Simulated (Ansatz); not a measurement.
A made-up structure of C2H5Te (charge +1), singlet:

| atom | x (Å) | y (Å) | z (Å) |
| --- | --- | --- | --- |
| C1 | -0.0856 | 1.0864 | -0.2432 |
| C2 | -0.1588 | -0.3447 | 0.0080 |
| Te3 | 1.2957 | -1.4427 | 0.7581 |
| H4 | 2.7012 | -0.7057 | 1.3391 |
| H5 | -0.3213 | 1.2674 | -1.3029 |
| H6 | 0.8622 | 1.5566 | 0.0126 |
| H7 | -1.0866 | -0.8596 | -0.2334 |
| H8 | 0.4018 | -2.8413 | 0.7010 |

It is relaxed with PBE-D4/def2-SVP and then PBE0-D4/def2-TZVP (Ansatz 0.2.0). Atoms count as bonded within 1.22 times the sum of their covalent radii (H–H: 0.88 Å). The end point is not checked to be a true minimum.

Task: Does its bonding change? (Judge from chemistry; the calculation decides.)

Result: By the calculation: No: no bond forms or breaks.

Where it ends: The first stage lowers the energy by 3.65 eV in 21 steps. It ends as C₂H₅Te ([CH2][CH][TeH2]), total charge +1:
C1  (0.076, 0.874, -0.219)
C2  (-0.071, -0.424, -0.413)
Te3  (1.334, -1.836, 0.255)
H4  (2.324, -0.719, 0.983)
H5  (-0.664, 1.557, -0.628)
H6  (0.898, 1.320, 0.329)
H7  (-0.880, -0.877, -0.975)
H8  (0.591, -2.179, 1.707)
(Å)

Labels in which every atom is bracketed show which atoms are joined, not bond orders.

For scale, one of the runs: PBE0-D4/def2-TZVP relaxation, 142 basis functions, launched by `ansatz run in.yaml --threads 2 --pin off --events-out ev --progress --plain --max-ram 4352MiB`. The run took about 27 s on 2 CPU threads of an Arm Neoverse V1 (shared host).
